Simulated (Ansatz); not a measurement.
C$_{3}$H$_{7}$BS, relaxed with RKS PBE0-D4/def2-TZVP in the Gaussian-basis code of Ansatz from a PBE-D4/def2-SVP geometry. The force threshold is 0.005 eV/Å; the program also tests the step.

The species carries charge 0 and has multiplicity 1. The bonds changed during the relaxation, so this is another structure than the one it started from.

Start:

```xyz
12

B    -1.716    0.067    0.848
C    -1.465   -0.757   -0.464
S    -0.376    0.762   -0.558
C     1.176    0.122    0.023
C     2.352    0.602   -0.417
H    -1.116   -0.218    1.869
H    -2.648    0.849    0.881
H    -2.173   -0.714   -1.310
H    -0.839   -1.667   -0.490
H     1.094   -0.652    0.805
H     2.416    1.384   -1.191
H     3.295    0.222    0.004
```

(1) By how much does the energy fall, and how many steps does the optimiser take? (Best estimate.)

(2) Which bonds change most? (Best estimate.)

(3) Give the relaxed structure. (An estimate is asked.)

Results:

(1) Ansatz gave: 6.50 kJ/mol, in 9 steps.

(2) Ansatz gave: C2–S3 from 1.871 to 1.839 Å; B1–S3 from 2.063 to 2.038 Å; S3–C4 from 1.777 to 1.754 Å; B1–H6 from 1.218 to 1.197 Å.

(3) The calculation gave: 
```xyz
12

B    -1.684    0.078    0.838
C    -1.445   -0.749   -0.461
S    -0.374    0.740   -0.575
C     1.157    0.113    0.010
C     2.319    0.598   -0.399
H    -1.080   -0.195    1.835
H    -2.606    0.841    0.876
H    -2.158   -0.719   -1.280
H    -0.834   -1.648   -0.479
H     1.073   -0.663    0.763
H     2.386    1.381   -1.146
H     3.246    0.223    0.018
```
